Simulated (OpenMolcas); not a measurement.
**Ions of charge +2 along the 3d row on the Mg site of MgO**

```
Program             : OpenMolcas
Method              : SS-CASPT2, IPEA 0.25 Eh, imaginary shift 0.1 Eh
Spin-orbit coupling : RASSI with atomic mean-field integrals over the reference wave functions
```

The d shell is active; CASPT2 correlates the ligand valence shells and the outer metal core. Each dopant is a cluster with its nearest anions in model potentials and point charges, with no relaxation. Distances were set from a Shannon-type radius of the metal (high-spin where two are listed) plus a fixed donor radius (O 1.38 Å), in hosts weighted 0.65 to 0.35 with the host's distance in the model lattice. Ligand basis ANO-RCC-VDZP, DKH2 Hamiltonian. States (labels of O, the rotations of Oh). Energies in cm-1 above the lowest state or level, χT in cm3 K/mol; under a threefold ground state the first gap can be a small split of the lowest multiplet, not the spin-orbit step; 10Dq and B are least-squares fits to the states below 45000 cm-1, weighted by degeneracy, with a free offset, and given where the rms deviation is under 5 % of |10Dq| (or 100 cm-1) and under 700 cm-1. Spin-only χT is S(S+1) / 2 for the spin of the ground state.

```json
{"Ion": "Ti2+", "Shell": "3d2", "R (Å)": "2.193", "Metal basis": "ANO-RCC-VTZP", "Ground state": "3T1", "First state of that spin": "3T2 17330", "10Dq": "18787", "B (rms of fit)": "622 (165)", "First gap with spin-orbit (degeneracies)": "1 (2, 3)", "χT at 300 K": "1.088", "First state of another spin": "1T2 7770", "Spin-only χT": "1.000"}
{"Ion": "V2+", "Shell": "3d3", "R (Å)": "2.147", "Metal basis": "ANO-RCC-VTZP", "Ground state": "4A2", "First state of that spin": "4T2 16360", "10Dq": "16272", "B (rms of fit)": "693 (512)", "First gap with spin-orbit (degeneracies)": "11550 (4, 4)", "χT at 300 K": "1.863", "First state of another spin": "2E 11560", "Spin-only χT": "1.875"}
{"Ion": "Cr2+", "Shell": "3d4", "R (Å)": "2.154", "Metal basis": "ANO-RCC-VTZP", "Ground state": "5E", "First state of that spin": "5T2 13670", "10Dq": "", "B (rms of fit)": "", "First gap with spin-orbit (degeneracies)": "9 (1, 3)", "χT at 300 K": "2.972", "First state of another spin": "3T1 4510", "Spin-only χT": "3.000"}
{"Ion": "Fe2+", "Shell": "3d6", "R (Å)": "2.141", "Metal basis": "ANO-RCC-VTZP", "Ground state": "5T2", "First state of that spin": "5E 12560", "10Dq": "", "B (rms of fit)": "", "First gap with spin-orbit (degeneracies)": "190 (3, 2)", "χT at 300 K": "4.019", "First state of another spin": "1A1 8660", "Spin-only χT": "3.000"}
{"Ion": "Co2+", "Shell": "3d7", "R (Å)": "2.118", "Metal basis": "ANO-RCC-VTZP", "Ground state": "4T1", "First state of that spin": "4T2 9750", "10Dq": "", "B (rms of fit)": "", "First gap with spin-orbit (degeneracies)": "360 (2, 4)", "χT at 300 K": "3.442", "First state of another spin": "2E 9030", "Spin-only χT": "1.875"}
{"Ion": "Ni2+", "Shell": "3d8", "R (Å)": "2.082", "Metal basis": "ANO-RCC-VTZP", "Ground state": "3A2", "First state of that spin": "3T2 10810", "10Dq": "", "B (rms of fit)": "", "First gap with spin-orbit (degeneracies)": "10380 (3, 2)", "χT at 300 K": "1.273", "First state of another spin": "1E 12820", "Spin-only χT": "1.000"}
{"Ion": "Cu2+", "Shell": "3d9", "R (Å)": "2.108", "Metal basis": "ANO-RCC-VTZP", "Ground state": "2E", "First state of that spin": "2T2 9750", "10Dq": "9752", "B (rms of fit)": "", "First gap with spin-orbit (degeneracies)": "9050 (4, 2)", "χT at 300 K": "0.520", "First state of another spin": "", "Spin-only χT": "0.375"}
```

Among the 3 ions with a close fit, |10Dq| is smallest for Cu2+ (9752 cm-1) and largest for Ti2+ (18787 cm-1). The error differs from ion to ion, so this order need not be the real one.

B goes from 622 cm-1 (Ti2+) to 693 cm-1 (V2+).

Every ion keeps the highest spin of its shell. χT departs most from the spin-only value for Co2+, by +1.567 cm3 K/mol.

Roots that are degenerate in the reference are averaged as groups; the widest CASPT2 spread within a group is 900 cm-1 (the 3-fold group of multiplicity 1 near 28800 cm-1 above the lowest state of its run, Ti2+). Shifts and gaps below about the spread of the groups concerned are not significant. Over all roots computed the reference weight is 0.71 to 0.72 in Ti2+, 0.71 to 0.72 in V2+, 0.69 to 0.71 in Cr2+, 0.69 to 0.71 in Fe2+, 0.69 to 0.71 in Co2+, 0.68 to 0.71 in Ni2+, 0.71 in Cu2+; a low but even weight reflects the number of correlated electrons. Ligand-to-metal charge-transfer states are missing. An orbital triplet at a regular site is open to Jahn-Teller coupling, which can distort the site and quench the lowest spin-orbit gaps and is left out (holds for Ti2+; Fe2+; Co2+). With no ligand orbital active B as a rule stays too high, so bands that hang on it stand too high and its fall with covalency is understated (holds for Ti2+; V2+; Cr2+). With one d shell and no ligand orbital active, 10Dq can be off by tens of per cent for divalent 3d ions, low with halides held by bare charges and at times high in hosts (holds for Ti2+; V2+; Cr2+; Fe2+; Co2+). An orbital doublet at a regular site is open to a Jahn-Teller distortion, which this geometry leaves out (holds for Cr2+; Cu2+). This shell can be high or low spin here, a state of another spin lies low, and with metal d orbitals alone active their balance is uncertain, so the ground spin may be wrong (holds for Cr2+; Fe2+). These CASPT2 states fit no ligand-field parameters well, so their order and spin gaps are uncertain (holds for Cr2+; Fe2+; Co2+; Ni2+). A single d shell leaves out the double-shell effect, which counts most for late 3d ions, where the CASPT2 field can be off either way by tens of per cent (holds for Fe2+; Co2+; Ni2+; Cu2+). For late 3d ions with one d shell CASPT2 can put B and the spin-flip bands somewhat low as well as high (holds for Fe2+; Co2+; Ni2+). Free-ion shares, where given, are those of the reference states; single-state CASPT2 does not remix them (holds for Fe2+; Co2+; Ni2+; Cu2+). With one d shell and no ligand orbital active, 10Dq can be off by tens of per cent for divalent 3d ions, low with halides held by bare charges and at times high in hosts, and the orbital part of g and χT goes as 1/10Dq (holds for Ni2+; Cu2+). No measured value stands beside these numbers; the geometry was set by hand and not optimised.
